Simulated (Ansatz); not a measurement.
Species: C3H14Si3, charge 0, multiplicity 1. SMILES: CCC[SiH]([SiH3])[SiH3]
Geometry from a B3LYP-D3(BJ)/def2-TZVP (Ansatz, a first-principles code) optimisation:
```
C
H 1 1.0950
H 1 1.0950 2 106.01
C 1 1.5334 2 109.89 3 -118.67
H 4 1.0940 1 109.56 2 -62.64
H 4 1.0941 5 105.91 1 117.97
C 4 1.5268 5 109.33 6 117.86
H 7 1.0918 4 111.41 5 -57.66
H 7 1.0925 8 107.87 4 122.01
H 7 1.0925 8 107.88 9 115.99
Si 1 1.8936 2 108.23 3 115.73
H 11 1.4895 1 109.48 2 -176.06
Si 11 2.3447 12 108.35 1 -120.95
H 13 1.4838 11 110.85 12 -57.81
H 13 1.4850 14 108.25 11 120.67
H 13 1.4852 14 108.45 15 116.98
Si 11 2.3458 12 108.13 1 121.09
H 17 1.4839 11 110.60 12 64.04
H 17 1.4846 18 108.28 11 122.99
H 17 1.4854 18 108.24 19 116.84
```

Property: vertical triplet-singlet gap (E(triplet) - E(singlet); each state is the SCF solution reached for its spin; for the triplet the Hartree-Fock reference is unstable and T1 is 0.021), in eV. Cores are frozen in the correlated levels unless marked. Open shells are spin-unrestricted. Spin-orbit coupling is left out. No relativistic terms. 

```
level                    program  vertical triplet-singlet gap (eV)
-----------------------  -------  ---------------------------------
HF/aug-cc-pV(T+d)Z        Ansatz                               5.85
SVWN5/def2-TZVPD          Ansatz                               5.28
PBE/def2-TZVPD            Ansatz                               5.22
r2SCAN/def2-TZVPD         Ansatz                               5.37
B3LYP/def2-TZVPD          Ansatz                               5.55
PBE0/def2-TZVPD           Ansatz                               5.49
BHLYP/def2-TZVPD          Ansatz                               5.84
CAM-B3LYP/def2-TZVPD      Ansatz                               5.78
wB97M-V/def2-TZVPD        Ansatz                               5.83
wB97X-V/def2-TZVPD        Ansatz                               5.95
B2PLYP/def2-TZVPD         Ansatz                               5.72
RI-MP2/aug-cc-pV(T+d)Z    Ansatz                               6.02
CCSD/aug-cc-pV(D+d)Z      Ansatz                               5.95
CCSD(T)/aug-cc-pV(D+d)Z   Ansatz                               5.88
```
